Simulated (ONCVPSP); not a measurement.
Cutoff test, Ni, ONCV

```json
{"Element": "Ni (Z = 28)", "Generator": "ONCVPSP 4.0.1", "Type": "optimised norm-conserving Vanderbilt (ONCV)", "Functional": "PBEsol", "Relativity": "scalar-relativistic", "Frozen core": "[Ne]", "Valence charge": "18", "Reference configuration": "3s2 3p6 3d8 4s2", "Partial waves": "3s+4s: rc 1.25 bohr, ncon 5, nbas 9, qcut 8.6 1/bohr, 3 projectors, debl 2 Ha; 3p: rc 0.95 bohr, ncon 5, nbas 9, qcut 18.1 1/bohr, 3 projectors, debl 2.5 Ha; 3d: rc 1.00 bohr, ncon 4, nbas 9, qcut 17.2 1/bohr, 1 projector", "Local potential": "polynomial inside 0.70 bohr (lpopt 2, dvloc0 3 Ha)", "Core correction": "none"}
```

In the p channel the program set the typed energies aside and used -2.619, 0.250, 2.750 Ha.

For each optimised wave give the share of its norm inside rc, the residual kinetic energy above qcut (Ha) and the cutoffs (Ha) for errors of 10, 1, 0.1 and 0.01 mHa per electron.

| wave | norm inside rc | residual KE | 10 mHa | 1 mHa | 0.1 mHa | 0.01 mHa |
| --- | --- | --- | --- | --- | --- | --- |
| 3s | 0.948 | 2.6e-04 | 22.2 | 31.8 | 80.0 | 145.9 |
| 4s | 0.039 | 8.2e-05 | 8.7 | 26.7 | 36.3 | 94.5 |
| s projector 3 | 0.072 | 2.7e-04 | 12.3 | 32.0 | 42.0 | 95.5 |
| 3p | 0.749 | 6.8e-08 | 66.5 | 96.5 | 118.5 | 135.5 |
| p projector 2 | 0.042 | 5.8e-09 | 23.8 | 68.4 | 98.7 | 120.4 |
| p projector 3 | 0.042 | 1.3e-08 | 27.2 | 74.6 | 102.3 | 122.4 |
| 3d | 0.603 | 5.4e-07 | 85.6 | 103.7 | 118.3 | 130.1 |

The occupied waves need 104 Ha and 118 Ha for 1 and 0.1 mHa.
